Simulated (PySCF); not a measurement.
**Electron correlation in Ti (titanium, neutral)**

[Ar] 3d2 4s2, high-spin 3F determinant. All numbers are calculated (PySCF 2.14, the spin-free X2C one-electron Hamiltonian (Gaussian nucleus), in aug-cc-pVDZ-DK (7s6p4d2f, 59 functions)). Frozen: [Ar]; 4 electrons correlated.

MP2 pair energies summed by pair of shells (mhartree):

```
 pair  energy  share (%)
4s-4s  -20.35       56.8
3d-4s  -12.07       33.7
3d-3d   -3.42        9.5
```

Total MP2 correlation energy: -35.84 mhartree.

Same-spin part -8.12 and opposite-spin part -27.72 mhartree; SCS-MP2 scales them by 1/3 and 6/5 to -35.97 mhartree.
